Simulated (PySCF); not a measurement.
**Potential energy of LiBe along the bond**

Set-up: Li pcseg-1, Be pcseg-1; no relativity (PySCF 2.14). Energies in eV from Li + Be in their ground configurations at the same level. State: ²Σ⁺ (doublet), unpaired electrons σ ↑.

All columns are MN15. A positive dipole means Li(−)Be(+).

```csv
R (Å),E (eV),μ (D),Mulliken charge on Li (basis-dependent),HOMO (eV),LUMO (eV),Mayer bond order,⟨S²⟩
2.251,-0.223,-1.63,0.06,-3.37,-1.18,0.93,0.76
2.355,-0.308,-1.60,0.07,-3.38,-1.14,0.88,0.76
2.460,-0.360,-1.54,0.08,-3.39,-1.11,0.83,0.76
2.538,-0.383,-1.50,0.09,-3.39,-1.08,0.79,0.76
2.617,-0.395,-1.45,0.09,-3.39,-1.06,0.75,0.76
2.696,-0.399,-1.41,0.09,-3.40,-1.04,0.71,0.76
2.800,-0.395,-1.34,0.09,-3.40,-1.04,0.66,0.75
2.931,-0.378,-1.26,0.08,-3.40,-1.09,0.60,0.75
3.088,-0.348,-1.18,0.08,-3.39,-1.13,0.53,0.75
3.297,-0.302,-1.07,0.06,-3.39,-1.15,0.44,0.75
```

A fit through these points gives, at Re = 2.701 Å, μ = -1.40 D and dμ/dR = 0.611 D/Å; the reduced mass is 3.945 u.

Q: How strong is the fundamental in the double-harmonic approximation, I = 42.26·(dμ/dR)²/μred km/mol?

A: I = 42.26·(0.611)²/3.945 = 4.00 km/mol at MN15.

The bond is weak. Basis-set superposition, not corrected here, can be much of De in a small basis, most of all at correlated wavefunction levels. Functionals without a dispersion term scatter widely for such bonds, and LDA overbinds them. The state is the lowest determinant that a PBE0 search found; another state may lie lower at other levels.
